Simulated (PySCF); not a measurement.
Relaxing a trial structure of FSbSi

The starting geometry of this gas-phase singlet was optimised with GFN2-xTB.

```xyz
3

F    -0.8712    0.8234   -0.8944
Sb   -0.2484   -1.1735   -1.1460
Si    1.6454    0.0500   -0.1256
```

**Question.** Predict what it relaxes into with B3LYP-D4/def2-SVP.

**Answer.** A new bond forms, giving a structure with F1 bridging Sb2 and Si3, given below by its coordinates. Distances that change by over a tenth: F1–Sb2 (2.11 → 2.36 Å). Contacts that close: F1–Si3 (2.74 → 1.78 Å).

The energy falls by 0.78 eV over 12 steps:

```
step  E − E(last) (eV)
   1             0.776
   2             0.613
   3             0.408
   5             0.260
   6             0.164
   7             0.035
   8             0.008
  10             0.000
  11             0.000
  12             0.000
```

Final geometry (Å):

```yaml
atoms:
  - { symbol: F, position_ang: [-0.3690, 0.8730, -0.6942] }
  - { symbol: Sb, position_ang: [-0.2620, -1.4315, -1.2142] }
  - { symbol: Si, position_ang: [1.2337, 0.2632, -0.2317] }
```

The end wasn't checked by frequencies. Atoms past krypton carry core potentials, without spin–orbit terms. Run with PySCF 2.14.0, 26 s on 2 threads of Arm Neoverse V1, with other jobs on the host.
